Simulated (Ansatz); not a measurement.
Relaxation of BClH$_{4}$OSi (8 atoms, charge 0, multiplicity 1), to a largest force component of 0.02 eV/Å in at most 50 steps.

These are results of RKS B3LYP-D4/def2-SVP (Ansatz 0.2.0), not measurements.

```xyz
8
Properties=species:S:1:pos:R:3
O -0.905 1.600 -0.452
B 0.122 1.072 0.198
Si 0.462 -0.878 0.218
Cl -1.089 -1.717 -0.850
H -1.495 1.001 -0.922
H -0.685 2.531 -0.200
H 0.436 -1.572 1.512
H 1.673 -1.370 -0.453
```

Where does it end, and by what steps?

The forces met the threshold. After 8 steps the energy has fallen by 1.277 eV; H6 moved furthest, 0.52 Å.

```csv
step,energy less start (eV),largest force component (eV/Å),accepted
0,0.0000,4.955,yes
1,-0.6415,1.928,yes
2,-0.8928,0.829,yes
3,-1.1575,0.654,yes
4,-1.2365,1.438,yes
5,-1.2584,0.645,yes
6,-1.2760,0.142,yes
7,-1.2768,0.056,yes
8,-1.2771,0.009,yes
```

```xyz
8
Properties=species:S:1:pos:R:3
O -0.785 1.487 -0.374
B 0.470 1.218 0.416
Si 0.513 -0.839 0.247
Cl -1.268 -1.331 -0.955
H -1.347 0.757 -0.808
H -1.096 2.396 -0.490
H 0.362 -1.608 1.517
H 1.669 -1.413 -0.502
```

Run time: 31 s on 2 threads of Arm Neoverse N1 (shared host), peak memory 0.16 GiB.
